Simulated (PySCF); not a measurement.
Computed with B3LYP-D3(BJ)/def2-TZVP // BP86-D3(BJ)/def2-SVP in PySCF 2.14.0. Gas-phase values, no solvent. B3LYP has the VWN-RPA correlation part, as in Gaussian. 

Reference species: [Cd(F)2] (neutral, multiplicity 1).

| Quantity | Result |
|---|---|
| HOMO | -9.81 eV |
| coordination number | 2 |
| LUMO | -2.86 eV |
| charge on the central atom (Mulliken) | 1.09 e |

Changed species: [Cd(F)(Br)] (1 of 2 F replaced by Br; the reference has 0 of 2 F replaced by Br).

### Question
Give the shifts of the HOMO, coordination number, LUMO and charge on the central atom (Mulliken).

### Answer
the HOMO goes up by 1.41 eV, to -8.40 eV; the coordination number hardly moves; the LUMO rises by 0.08 eV, to -2.78 eV; the charge on the central atom (Mulliken) falls by 0.19 e, to 0.90 e.
